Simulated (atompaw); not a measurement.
# An all-electron radial function and its pseudo partner (Ta)

Columns: radius, all-electron u(r) and pseudo u(r) of the 6s shell (level -8.44 eV) of tantalum in the configuration [Kr] 4d10 4f14 5s2 5p6 5d3 6s1.5 6p0; PBE, scalar-relativistic, PAW (atompaw) scheme, atompaw 4.2.0.5.

```tsv
r (bohr)	all-electron	pseudo
0.100	-0.0394	-0.1755
0.200	-0.0696	-0.3371
0.300	0.1462	-0.4726
0.400	0.1740	-0.5724
0.500	0.0468	-0.6308
0.600	-0.1124	-0.6462
0.700	-0.2336	-0.6210
0.800	-0.2955	-0.5610
0.900	-0.3016	-0.4741
1.000	-0.2642	-0.3695
1.100	-0.1971	-0.2559
1.200	-0.1124	-0.1409
1.300	-0.0194	-0.0302
1.400	0.0749	0.0728
1.500	0.1658	0.1666
1.600	0.2502	0.2510
1.700	0.3265	0.3267
1.800	0.3938	0.3938
1.900	0.4518	0.4518
2.000	0.5010	0.5010
2.100	0.5415	0.5415
2.200	0.5741	0.5741
2.300	0.5994	0.5994
2.400	0.6181	0.6181
2.500	0.6309	0.6309
2.600	0.6385	0.6385
```

Task: How many radial nodes do the two functions have?

Result: The all-electron 6s function has n − l − 1 = 5 (the table is too coarse to show those close to the nucleus); the pseudo-wave has 1, since 1 lower shell of the same l stays in the valence.

Task: At about which radius was the pseudo-wave matched?

Result: 1.80 bohr, where the columns begin to agree (steps of 0.10 bohr).

Task: Is the pseudo-wave norm-conserving?

Result: No, it belongs to a PAW set: the norm inside the radius is not constrained, and the difference is carried by the augmentation charge.
